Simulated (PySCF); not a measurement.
Geometries of 2 isomers of C3H8BFO, from PBE0-D3(BJ)/def2-SVP geometry optimisation, gas phase (PySCF). One conformer each, no zero-point energy, no frequencies.

Question: Which is lower in electronic energy at this level?
A.
```xyz
14
angstrom
C     -2.085    0.428   -0.581
C     -1.084   -0.395    0.202
C     -1.328   -1.888    0.098
O      0.217   -0.105   -0.315
B      1.296    0.062    0.457
F      1.206   -0.041    1.784
H     -3.103    0.267   -0.195
H     -1.850    1.499   -0.507
H     -2.067    0.145   -1.645
H     -1.115   -0.099    1.265
H     -0.583   -2.447    0.683
H     -2.327   -2.144    0.482
H     -1.263   -2.215   -0.951
H      2.360    0.313   -0.048
```
B.
```xyz
14
angstrom
C     -2.037   -0.111    0.746
C     -1.353    0.140   -0.591
B      0.213    0.172   -0.556
F      0.897    0.411   -1.684
O      0.894   -0.041    0.586
C      2.298   -0.017    0.674
H     -1.722   -1.071    1.181
H     -1.778    0.668    1.479
H     -3.134   -0.130    0.651
H     -1.645   -0.624   -1.336
H     -1.691    1.092   -1.040
H      2.776   -0.009   -0.317
H      2.618    0.879    1.229
H      2.635   -0.904    1.231
```

Answer: B. That is `CCB(F)OC`, 4.3 kcal/mol below the other.

```tsv
SMILES	atoms numbered as above	E (Eh)	relative (kcal/mol)	relative (kJ/mol)	dipole (D)
CCB(F)OC	[CH3:1][CH2:2][B:3]([F:4])[O:5][CH3:6]	-318.58082	0.0	0.0	0.98
CC(C)OBF	[CH3:1][CH:2]([CH3:3])[O:4][BH:5][F:6]	-318.57395	4.3	18.0	1.72
```
